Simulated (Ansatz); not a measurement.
Geometry optimisation, Ansatz, RKS BHLYP/def2-SVP.

The input (input.yaml):

```yaml
crystal:
  periodic: [false, false, false]
  atoms:
    - { symbol: C, position_ang: [0.0661, -1.8704, 1.2085] }
    - { symbol: Al, position_ang: [1.0223, -0.5282, 0.0766] }
    - { symbol: C, position_ang: [0.0185, 0.974, -0.8294] }
    - { symbol: "N", position_ang: [-0.8701, 0.4496, -1.7417] }
    - { symbol: F, position_ang: [0.9705, 1.7275, -1.5333] }
    - { symbol: Te, position_ang: [-0.8866, 2.2141, 0.682] }
    - { symbol: H, position_ang: [0.7448, -2.5777, 1.6141] }
    - { symbol: H, position_ang: [-0.7092, -2.3143, 0.5665] }
    - { symbol: H, position_ang: [-0.4763, -1.2689, 2.0703] }
    - { symbol: H, position_ang: [2.6077, -0.6726, -0.077] }
    - { symbol: H, position_ang: [-1.6991, -0.0409, -1.1614] }
    - { symbol: H, position_ang: [-1.3826, 1.2538, -2.2035] }
    - { symbol: H, position_ang: [0.6145, 2.6193, 1.3432] }
basis:
  gaussian: { orbitals: def2-SVP }
hamiltonian:
  xc: { name: BHLYP }
relax:
  f_tol: 0.015
  max_steps: 40
```

Command:

```bash
$ ansatz run input.yaml --threads 2 --pin off --max-ram 3072MiB --backend cpu --events-out ev --progress --plain --runs-dir out
```

Problem. Where does it end, and by what steps?

Solution. It converged. After 34 steps the energy has fallen by 2.072 eV; Te6 moved furthest, 1.78 Å. Parted: C3–Te6. Joined: Al2–Te6.

| step | energy less start (eV) | largest force component (eV/Å) | accepted |
| --- | --- | --- | --- |
| 0 | 0.0000 | 5.173 | yes |
| 2 | -0.6914 | 1.152 | yes |
| 4 | -0.8535 | 0.648 | yes |
| 6 | -1.1106 | 0.934 | yes |
| 8 | -1.5396 | 1.275 | yes |
| 10 | -1.8836 | 1.050 | yes |
| 12 | -2.0028 | 0.652 | yes |
| 14 | -2.0256 | 0.108 | yes |
| 16 | -2.0324 | 0.089 | yes |
| 18 | -2.0347 | 0.321 | no |
| 20 | -2.0430 | 0.149 | yes |
| 22 | -2.0480 | 0.101 | yes |
| 24 | -2.0574 | 0.156 | yes |
| 26 | -2.0635 | 0.061 | yes |
| 28 | -2.0683 | 0.205 | yes |
| 30 | -2.0705 | 0.050 | no |
| 32 | -2.0714 | 0.016 | yes |
| 34 | -2.0715 | 0.009 | yes |

```xyz
13
Properties=species:S:1:pos:R:3
C -0.110 -1.619 0.956
Al 0.934 0.012 0.542
C -0.021 0.660 -1.214
N -1.149 0.196 -1.649
F 0.413 1.638 -1.949
Te 0.212 2.012 2.067
H 0.259 -2.083 1.877
H -0.021 -2.383 0.172
H -1.179 -1.432 1.123
H 2.466 -0.067 0.159
H -1.580 -0.569 -1.152
H -1.629 0.602 -2.442
H 1.425 2.999 1.524
```

Run time: 4.8 min on 2 threads of AMD EPYC 7R43 64-Core Processor (Zen 3), with other jobs on the host, peak memory 0.43 GiB.
